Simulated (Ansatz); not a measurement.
Reactions of CH₈B₂N₂ (`BNBNC`).

Calculated with Ansatz (gas phase, PBE0-D4/def2-TZVP geometries, no zero-point term in ΔE). CCSD(T)/CBS adds triple-zeta CCSD(T) − MP2 to the extrapolated MP2 energy (def2 sets, frozen cores). This one scheme is used for every species, atoms too. Functionals use def2-TZVPP. B3LYP here is the variant with VWN-RPA as its local correlation; programs differ in this. No spin–orbit coupling; open shells (•) take unrestricted orbitals. Spin–orbit coupling would lower the free atoms: a little for B, C. Bonds to Ga are less sure, by a few kJ/mol each and by 10 to 20 or more in all where they break to atoms, as the def2 sets lack core-valence functions. Scalar relativity is left out up to krypton. Each species was taken in one conformer, which may not be the lowest.

```csv
reaction,CCSD/CBS(def2) (kJ/mol),B3LYP-D4 (kJ/mol),B2PLYP (kJ/mol),ωB97M-V (kJ/mol)
`BNBNC` + HCl → `CNBCl` + `BN`,-29,-30,-34,-32
`BNBNC` → 2 B• + C• + 8 H• + 2 N•,4908,5036,4967,5024
`BNBNC` + H₂S → `CNBS` + `BN`,-3,-4,-7,-5
`BNBNC` + `C[SiH2][GaH2]` → `[BH2][GaH][SiH2]C` + `CNBN`,126,132,132,134
`BNBNC` + `CSC=N` → `BN=CSC` + `CNBN`,7,-8,-3,2
`BNBNC` + H₂ → `BNB` + CH₃NH₂,88,97,90,95
```

(1) Give the CCSD(T)/CBS values in the same order. (An estimate is asked.)

Largest T1 diagnostic: 0.015, for `BN=CSC`.

Results:

(1) Ansatz gave: -29, 4970, -4, 127, 6, 94 kJ/mol.
